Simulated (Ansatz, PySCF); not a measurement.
C2H8AlAs, SMILES [CH3][Al]([CH3])[AsH2]. Atoms are numbered in the order given.

```xyz
12

Al    -0.9652     0.1299     0.3409
As     1.3167    -0.1844    -0.4730
H      0.8192    -0.6772    -1.8283
H      1.3894    -1.5912     0.1124
C     -1.4232    -0.4817     2.1453
H     -1.7815    -1.5263     2.1059
H     -2.2309     0.1158     2.5988
H     -0.5596    -0.4725     2.8296
C     -2.2680     1.0820    -0.7697
H     -3.2433     0.5658    -0.7702
H     -1.9502     1.2121    -1.8156
H     -2.4517     2.0884    -0.3523
```

Coordinates come from a PBE0-D3(BJ)/def2-SVP optimisation. The structure was generated by enumeration; whether it is a known compound was not checked.

Two levels are set side by side: PBE-D3(BJ)/def2-SVP (Ansatz, an electronic-structure program) and PBE0-D3(BJ)/def2-SVP (Ansatz). Each level has its own optimised geometry; the coordinates shown are those of the second. Frequencies come from the Hessian of PySCF at each geometry. Differences are taken from unrounded values.

```json
[
 {"quantity": "mean bond length (Å)", "PBE0-D3(BJ)": "1.457", "PBE-D3(BJ)": "1.468", "PBE-D3(BJ) minus PBE0-D3(BJ)": "0.011"},
 {"quantity": "bond Al1–As2 (Å)", "PBE0-D3(BJ)": "2.443", "PBE-D3(BJ)": "2.462", "PBE-D3(BJ) minus PBE0-D3(BJ)": "0.019"},
 {"quantity": "bond Al1–C5 (Å)", "PBE0-D3(BJ)": "1.959", "PBE-D3(BJ)": "1.971", "PBE-D3(BJ) minus PBE0-D3(BJ)": "0.011"},
 {"quantity": "bond Al1–C9 (Å)", "PBE0-D3(BJ)": "1.959", "PBE-D3(BJ)": "1.970", "PBE-D3(BJ) minus PBE0-D3(BJ)": "0.012"},
 {"quantity": "bond As2–H3 (Å)", "PBE0-D3(BJ)": "1.526", "PBE-D3(BJ)": "1.541", "PBE-D3(BJ) minus PBE0-D3(BJ)": "0.016"},
 {"quantity": "bond As2–H4 (Å)", "PBE0-D3(BJ)": "1.525", "PBE-D3(BJ)": "1.541", "PBE-D3(BJ) minus PBE0-D3(BJ)": "0.016"},
 {"quantity": "bond C5–H6 (Å)", "PBE0-D3(BJ)": "1.105", "PBE-D3(BJ)": "1.113", "PBE-D3(BJ) minus PBE0-D3(BJ)": "0.008"},
 {"quantity": "bond C5–H7 (Å)", "PBE0-D3(BJ)": "1.102", "PBE-D3(BJ)": "1.111", "PBE-D3(BJ) minus PBE0-D3(BJ)": "0.008"},
 {"quantity": "bond C5–H8 (Å)", "PBE0-D3(BJ)": "1.102", "PBE-D3(BJ)": "1.109", "PBE-D3(BJ) minus PBE0-D3(BJ)": "0.007"},
 {"quantity": "bond C9–H10 (Å)", "PBE0-D3(BJ)": "1.104", "PBE-D3(BJ)": "1.111", "PBE-D3(BJ) minus PBE0-D3(BJ)": "0.008"},
 {"quantity": "bond C9–H11 (Å)", "PBE0-D3(BJ)": "1.101", "PBE-D3(BJ)": "1.109", "PBE-D3(BJ) minus PBE0-D3(BJ)": "0.008"},
 {"quantity": "bond C9–H12 (Å)", "PBE0-D3(BJ)": "1.105", "PBE-D3(BJ)": "1.113", "PBE-D3(BJ) minus PBE0-D3(BJ)": "0.008"},
 {"quantity": "highest harmonic wavenumber (cm⁻¹)", "PBE0-D3(BJ)": "3158", "PBE-D3(BJ)": "3073", "PBE-D3(BJ) minus PBE0-D3(BJ)": "-85"},
 {"quantity": "mean harmonic wavenumber (cm⁻¹)", "PBE0-D3(BJ)": "1263", "PBE-D3(BJ)": "1223", "PBE-D3(BJ) minus PBE0-D3(BJ)": "-40"},
 {"quantity": "zero-point energy (kcal/mol)", "PBE0-D3(BJ)": "54.18", "PBE-D3(BJ)": "52.46", "PBE-D3(BJ) minus PBE0-D3(BJ)": "-1.72"}
]
```

GGA bonds tend to be longer and softer than those of functionals with exact exchange. Differences between two approximate levels are no errors against the true value.
